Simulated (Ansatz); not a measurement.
Species: C₃H₂F₂, SMILES `FC1=C[C@@H]1F` (charge 0, multiplicity 1).

Give a relaxed geometry from PBE-D3(BJ)/def2-TZVP run with Ansatz (a quantum-chemistry and plane-wave program).

the end point of this relaxation (outside a Z-matrix the atoms follow the SMILES, hydrogens last).
Z-matrix (Å, degrees):
```
C
H 1 1.0958
F 1 1.4039 2 107.92
C 1 1.4468 2 126.01 3 150.48
C 4 1.3035 1 66.36 2 107.92
F 4 1.3212 5 147.71 1 -178.36
H 5 1.0834 4 153.64 6 0.26
```
